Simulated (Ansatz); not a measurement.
(KH)4 cube (K4H4). The state is a triplet with charge 0. Geometry PBE0-D4/def2-SVP, that of the neutral singlet; atoms count from 1.

```xyz
8

K     0.624    0.249   -2.211
H    -1.096   -1.479   -1.252
K    -2.275    0.354    0.203
H    -0.494    2.061   -0.683
K     1.138    1.535    1.299
H     2.191   -0.341   -0.196
K     0.513   -2.139    0.709
H    -0.601   -0.240    2.130
```

At PBE0-D4/def2-TZVP a singlet of charge 0 lies 3.64 eV below the triplet at the same geometry.

Question: Estimate the Mulliken populations from the PBE0/def2-TZVP orbitals of Ansatz.

Answer: 
| atom | charge (e) | spin (α − β) |
| --- | --- | --- |
| K1 | 0.19 | 0.43 |
| H2 | -0.45 | 0.09 |
| K3 | 0.55 | 0.03 |
| H4 | -0.29 | 0.45 |
| K5 | 0.19 | 0.43 |
| H6 | -0.29 | 0.45 |
| K7 | 0.55 | 0.03 |
| H8 | -0.45 | 0.09 |
Mulliken values and Mayer orders depend strongly on the basis.

Question: Where does the spin sit?

Answer: Summed by element: K 0.91, H 1.09, of 2 unpaired in all. Largest on single atoms: H4 0.45, H6 0.45, K1 0.43.

Question: And the Mayer bond orders between bonded heavy atoms (over 0.3)?

Answer: K1–K5 0.52 (3.77 Å).
